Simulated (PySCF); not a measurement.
## Cr²¹⁺: ionisation energy

Cr²¹⁺ [He] 2s1 [2s1/2^1, M_J = 1/2] → Cr²²⁺ 1s2, as a difference of total energies. Calculation: PySCF 2.14, in an even-tempered Gaussian basis (17 s from 5.6 bohr⁻², ratio 2.4; 11 p from 7.3 bohr⁻², ratio 2.4; 5 d from 22 bohr⁻², ratio 2.6; 4 f from 34 bohr⁻², ratio 2.6); the two-component X2C-1e Hamiltonian. Correlated levels: nothing frozen; the 34 highest virtual spinors dropped. "Screened" scales the spin-orbit matrix elements by Boettger's factors to mimic the two-electron term; Breit and QED terms are absent.

| method | ionisation energy (eV) | difference from reference (eV) |
| --- | --- | --- |
| GHF (screened spin-orbit) | 1721.6 | +0.4 |
| GMP2 (screened spin-orbit) | 1721.7 | +0.5 |

Reference: 1721.2 eV (theoretical estimate listed by NIST; NIST Atomic Spectra Database, ionization energies).
